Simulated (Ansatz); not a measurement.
Relaxation of ClF3H4OSiZr (11 atoms, charge 0, multiplicity 1), to a largest force component of 0.03 eV/Å in at most 50 steps.

All numbers below come from Ansatz 0.2.0, RKS PBE-D4/def2-SVP.

```xyz
11
Properties=species:S:1:pos:R:3:forces:R:3
Zr 0.428 0.159 -0.083 -0.58 -0.17 1.20
Cl 0.221 -0.138 2.374 0.10 0.12 -1.04
F 2.285 0.094 -0.458 0.00 0.00 0.00
F -0.154 1.837 -0.752 0.00 0.01 0.01
F -0.330 -1.282 -1.067 0.00 0.02 0.00
O -2.660 0.033 0.929 0.71 -0.08 0.34
Si -3.828 -1.019 0.298 -0.03 -0.01 -0.02
H -3.327 -2.436 0.214 0.01 -0.01 0.01
H -5.078 -1.000 1.137 0.00 0.00 0.01
H -4.123 -0.490 -1.071 0.00 -0.01 -0.02
H -2.289 -0.190 1.820 -0.21 0.13 -0.49
```

Where does it end, and by what steps?

The forces met the threshold. After 9 steps the energy has fallen by 0.563 eV; F3 moved furthest, 0.54 Å. Joined: Zr1–O6 (3.25 → 2.35 Å).

```
step  energy less start (eV)  largest force component (eV/Å)  accepted
   0                  0.0000                           1.198       yes
   1                 -0.1969                           0.973       yes
   2                 -0.4417                           0.543       yes
   3                 -0.4616                           1.052       yes
   4                 -0.5440                           0.313       yes
   5                 -0.5479                           0.126       yes
   6                 -0.5571                           0.110       yes
   7                 -0.5614                           0.068       yes
   8                 -0.5629                           0.034       yes
   9                 -0.5633                           0.013       yes
```

```xyz
11
Properties=species:S:1:pos:R:3
Zr -0.044 0.106 0.060
Cl 0.315 -0.069 2.440
F 1.772 -0.061 -0.507
F -0.510 1.857 -0.539
F -0.798 -1.292 -1.039
O -2.230 -0.128 0.888
Si -3.528 -1.031 0.173
H -3.231 -2.497 0.226
H -4.746 -0.720 0.993
H -3.657 -0.517 -1.221
H -2.199 -0.079 1.866
```

Whether the end is a true minimum wasn't checked by a vibrational analysis.

Time of the run: 17 s on 4 threads of Intel(R) Xeon(R) Platinum 8488C (Sapphire Rapids) (shared host), peak memory 0.24 GiB.
